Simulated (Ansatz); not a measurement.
Born–Oppenheimer molecular dynamics of ClH$_{5}$N$_{2}$OSi (10 atoms, charge 0, multiplicity 1). It starts from a relaxed structure.

Computed with RHF/def2-SVP in Ansatz.

```
ensemble        : NVT, Langevin thermostat
time step       : 1 fs
steps asked     : 150
set temperature : 50 K
friction        : 0.001 /fs
seed            : 286497
```

First frame:

```xyz
10
Properties=species:S:1:pos:R:3
Si -0.020 0.069 -0.052
Cl 0.087 -0.163 2.028
N 1.609 0.058 -0.533
H 2.336 -0.344 0.022
H 1.879 0.203 -1.485
N -0.767 1.482 -0.603
H -1.760 1.543 -0.706
H -0.324 2.376 -0.545
O -0.998 -1.143 -0.571
H -1.001 -1.968 -0.115
```

(1) How far do the bonds stretch over the last three quarters of this one trajectory? (Pairs bonded in most of those frames.)

Results:

(1) 
```tsv
bond	mean (Å)	spread (Å)	shortest	longest
Si1–Cl2	2.095	0.004	2.09	2.11
Si1–N3	1.699	0.005	1.69	1.71
Si1–N6	1.691	0.005	1.68	1.70
Si1–O9	1.640	0.007	1.63	1.65
N3–H4	1.000	0.005	0.99	1.01
N3–H5	1.001	0.007	0.99	1.01
N6–H7	1.000	0.002	1.00	1.00
N6–H8	1.000	0.003	0.99	1.01
O9–H10	0.944	0.009	0.93	0.96
```

Mean temperature of the second half: 22 K. The mean temperature of the second half is 56 % below the set value. A run of 0.15 ps of so small a system gives no equilibrium averages.

The run took 4.1 min on 1 thread of Arm Neoverse V2 (shared host), peak memory 0.2 GiB.
